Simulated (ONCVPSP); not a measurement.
Pseudopotential generation for Cl: ONCV, PBE, non-relativistic.

Input for ONCVPSP 4.0.1:

```
# ATOM AND REFERENCE CONFIGURATION
# atsym  z   nc   nv     iexc    psfile
  Cl 17.00    3    2        4      upf
#
#   n    l    f
    1    0    2.00
    2    0    2.00
    2    1    6.00
    3    0    1.00
    3    1    6.00
#
# PSEUDOPOTENTIAL AND OPTIMIZATION
# lmax
    2
#
#   l,   rc,      ep,       ncon, nbas, qcut
    0    1.00    0.00    3    6    6.00
    1    1.05    0.00    4    8    8.50
    2    0.95    0.03    3    8   10.00
#
# LOCAL POTENTIAL
# lloc, lpopt,  rc(5),   dvloc0
    4    5    0.90    0.00
#
# VANDERBILT-KLEINMAN-BYLANDER PROJECTORs
# l, nproj, debl
    0    2    0.30
    1    2    1.70
    2    2    3.90
#
# MODEL CORE CHARGE
# icmod, fcfact, rcfact
    1    0.25    0.00
#
# LOG DERIVATIVE ANALYSIS
# epsh1, epsh2, depsh
   -2.00    5.00    0.02
#
# OUTPUT GRID
# rlmax, drl
    6.00    0.01
#
# TEST CONFIGURATIONS
# ncnf
    4
# nvcnf
#   n    l    f
    2
    3    0    2.00
    3    1    5.00
#
    2
    3    0    2.00
    3    1    4.00
#
    2
    3    0    2.00
    3    1    3.00
#
    2
    3    0    1.00
    3    1    5.00
#
```

Command:

```bash
oncvpspnr.x < Cl.dat > Cl.out
```

Resulting log (shortened: citation, most of the input echo, consistency checks and plot data are left out):

```
ONCVPSP  (Optimized Norm-Conservinng Vanderbilt PSeudopotential)
scalar-relativistic version 4.0.1

#   n    l    f        energy (Ha)
    1    0    2.00    -1.0076014E+02
    2    0    2.00    -9.2720696E+00
    2    1    6.00    -7.0883400E+00
    3    0    1.00    -7.7795695E-01
    3    1    6.00    -3.3602195E-01

Reference configufation results
  iterations    23
  all-electron total energy (Ha)   -4.59522268D+02

Begin loop to  construct optimized pseudo wave functions
and semi-local pseudopoentials for all angular momenta

WARNING wellstate: negative energy specified for n= 4 l=  0
WARNING scattering state with energy  0.25000000
WARNING will be used for the first projector

   Wellstate for l =  0  n =  4
     eigenvalue =   0.2500
     asymptotic potential =   0.7500
     half-point radius =  5.1033

Calculating optimized projector #   1

 for l=   0

    Fraction of norm inside rc  0.162552
    Optimizing pswf for qcut=   6.00 a_B^-1,  ecut=  18.03 Ha
    Residual kinetic energy error=  2.34D-03 Ha

    Energy error per electron        Cutoff
         Ha          eV             Ha
         0.01000     0.27211       10.72
         0.00100     0.02721       49.77
         0.00010     0.00272      137.42

Calculating optimized projector #   2

 for l=   0

    Fraction of norm inside rc  0.035659
    Optimizing pswf for qcut=   6.00 a_B^-1,  ecut=  18.03 Ha
    Residual kinetic energy error=  7.94D-04 Ha

    Energy error per electron        Cutoff
         Ha          eV             Ha
         0.01000     0.27211        9.85
         0.00100     0.02721       16.99
         0.00010     0.00272      136.78
         0.00001     0.00027      168.25

   Wellstate for l =  1  n =  4
     eigenvalue =   1.3640
     asymptotic potential =   1.8640
     half-point radius =  2.7677

Calculating optimized projector #   1

 for l=   1

    Fraction of norm inside rc  0.135279
    Optimizing pswf for qcut=   8.51 a_B^-1,  ecut=  36.18 Ha
    Residual kinetic energy error=  1.18D-03 Ha

    Energy error per electron        Cutoff
         Ha          eV             Ha
         0.01000     0.27211        5.97
         0.00100     0.02721       38.60
         0.00010     0.00272      172.84
         0.00001     0.00027      217.99

Calculating optimized projector #   2

 for l=   1

    Fraction of norm inside rc  0.097911
    Optimizing pswf for qcut=   8.51 a_B^-1,  ecut=  36.18 Ha
    Residual kinetic energy error=  6.96D-03 Ha

    Energy error per electron        Cutoff
         Ha          eV             Ha
         0.01000     0.27211       30.20
         0.00100     0.02721      147.82
         0.00010     0.00272      244.46
         0.00001     0.00027      317.46

   Wellstate for l =  2  n =  3
     eigenvalue =   0.0300
     asymptotic potential =   0.5300
     half-point radius = 61.8706

   Wellstate for l =  2  n =  5
     eigenvalue =   3.9300
     asymptotic potential =   4.4300
     half-point radius =  2.7846

Calculating optimized projector #   1

 for l=   2

    Fraction of norm inside rc  0.000039
    Optimizing pswf for qcut=   9.99 a_B^-1,  ecut=  49.88 Ha
    Residual kinetic energy error=  6.48D-07 Ha

    Energy error per electron        Cutoff
         Ha          eV             Ha
         0.01000     0.27211        0.01
         0.00100     0.02721        0.37
         0.00010     0.00272        7.29
         0.00001     0.00027       22.89

Calculating optimized projector #   2

 for l=   2

    Fraction of norm inside rc  0.092551
    Optimizing pswf for qcut=   9.99 a_B^-1,  ecut=  49.88 Ha
    Residual kinetic energy error=  1.60D-03 Ha

    Energy error per electron        Cutoff
         Ha          eV             Ha
         0.01000     0.27211       39.26
         0.00100     0.02721       52.68
         0.00010     0.00272       97.80
         0.00001     0.00027      232.38

Construct Vanderbilt / Kleinmman-Bylander projectors

B matrix Hermiticity error, ll=   0
   1   2   -1.2213E-08

  Orthonormal projector coefficients -3.7204E+01  8.3672E+00

B matrix Hermiticity error, ll=   1
   1   2   -8.4495E-08

  Orthonormal projector coefficients -2.8965E+01  5.2143E+00

B matrix Hermiticity error, ll=   2
   1   2   -3.1018E-10

  Orthonormal projector coefficients  4.5482E+01 -4.6368E+00

Model core correction analysis
  based on d2Exc/dn_idn_j

d2excae - all-electron derivatives

   -7.922578D-03   -5.108416D-03
   -5.283412D-03   -3.518244D-03

d2excps - pseudofunction derivatives with no core correction

   -1.021456D-02   -7.084584D-03
   -7.086060D-03   -4.934942D-03

rms 2nd derivative error    1.898354E-03

Polynomial model core charge

d2excps - pseudofunction derivatives with core correction

   -8.301047D-03   -5.447100D-03
   -5.622599D-03   -3.696140D-03

rms 2nd derivative error    3.180567E-04

Pseudoatom total energy  -14.526528

Diagnostic tests using Vanderbilt-Kleinman-Bylander pseudopotentials
  1 or more projectors used as specified by nproj input data

   l    rcore       rmatch      e in        delta e   norm test  slope test

   0   1.0046099   1.0351120  -0.7779570  -0.0001253   0.9998832   1.0002343
   0   1.0046099   1.0351120   0.2500000  -0.0004643   0.9999060   0.9999060

   1   1.0538560   1.0858534  -0.3360219  -0.0000001   0.9999999   1.0000002
   1   1.0538560   1.0858534   1.3639780  -0.0000007   1.0000000   1.0000000

   2   0.9519532   0.9808566   0.0300000  -0.0005324   0.9999293   0.9999293
   2   0.9519532   0.9808566   3.9300000  -0.0001850   0.9999808   0.9999808

 Testing for bound ghosts
   n   l    E NL Schr. Eq   E Basis Diag.   E Cutoff

       0                      -11.486256    183.56  WARNING - GHOST(-)
   1   0       -0.778082       -0.716473    183.56

       1                       -4.886193    269.89  WARNING - GHOST(-)
   2   1       -0.336022       -0.239317    269.89

 Testing for highly-localized positive-energy ghosts
       l    <radius>/rc     E Basis Diag.   E Cutoff

       2        0.953569       61.717814    377.22  WARNING - GHOST(+)

Test configuration 0

   n   l     f        eae           eps        diff
   1   0  2.0000 -100.76013991
   2   0  2.0000   -9.27206956
   2   1  6.0000   -7.08833996
   3   0  1.0000   -0.77795695   -0.77808230   -1.25D-04
   3   1  6.0000   -0.33602195   -0.33602202   -7.45D-08

    Total energies and differences
      AE_ref= -4.59522268D+02  AE_tst= -4.59522268D+02  dif=  0.00D+00
      PS_ref= -1.45265278D+01  PS_tst= -1.45265278D+01  dif=  1.24D-14
      PSP excitation error= -1.24D-14

Test configuration 1

   n   l     f        eae           eps        diff
   1   0  2.0000 -100.71089560
   2   0  2.0000   -9.22320890
   2   1  6.0000   -7.04009633
   3   0  2.0000   -0.75442339   -0.75455485   -1.31D-04
   3   1  5.0000   -0.31639449   -0.31637371    2.08D-05

    Total energies and differences
      AE_ref= -4.59522268D+02  AE_tst= -4.59962280D+02  dif= -4.40D-01
      PS_ref= -1.45265278D+01  PS_tst= -1.49666790D+01  dif= -4.40D-01
      PSP excitation error=  1.39D-04

Test configuration 2

   n   l     f        eae           eps        diff
   1   0  2.0000 -101.19211197
   2   0  2.0000   -9.69445615
   2   1  6.0000   -7.51249686
   3   0  2.0000   -1.17294562   -1.17300838   -6.28D-05
   3   1  4.0000   -0.71434714   -0.71422636    1.21D-04

    Total energies and differences
      AE_ref= -4.59522268D+02  AE_tst= -4.59451824D+02  dif=  7.04D-02
      PS_ref= -1.45265278D+01  PS_tst= -1.44562795D+01  dif=  7.02D-02
      PSP excitation error=  1.95D-04

Test configuration 3

   n   l     f        eae           eps        diff
   1   0  2.0000 -101.76472204
   2   0  2.0000  -10.24758688
   2   1  6.0000   -8.06780160
   3   0  2.0000   -1.64343258   -1.64316250    2.70D-04
   3   1  3.0000   -1.16465386   -1.16413492    5.19D-04

    Total energies and differences
      AE_ref= -4.59522268D+02  AE_tst= -4.58516224D+02  dif=  1.01D+00
      PS_ref= -1.45265278D+01  PS_tst= -1.35209623D+01  dif=  1.01D+00
      PSP excitation error=  4.79D-04

Test configuration 4

   n   l     f        eae           eps        diff
   1   0  2.0000 -101.23891945
   2   0  2.0000   -9.74138159
   2   1  6.0000   -7.55871138
   3   0  1.0000   -1.19582502   -1.19590315   -7.81D-05
   3   1  5.0000   -0.73442014   -0.73434287    7.73D-05

    Total energies and differences
      AE_ref= -4.59522268D+02  AE_tst= -4.58991805D+02  dif=  5.30D-01
      PS_ref= -1.45265278D+01  PS_tst= -1.39960906D+01  dif=  5.30D-01
      PSP excitation error=  2.57D-05
```

oncvpspnr.x prints “scalar-relativistic version” in its banner although the run is non-relativistic.

Note: ghosts flagged at negative energy: s at -312.6 eV, p at -133.0 eV; GHOST(+) flags only above 600 eV. A true bound ghost makes a file unfit for plane-wave use.

The run took about 4.2 s on one core of a shared server CPU.
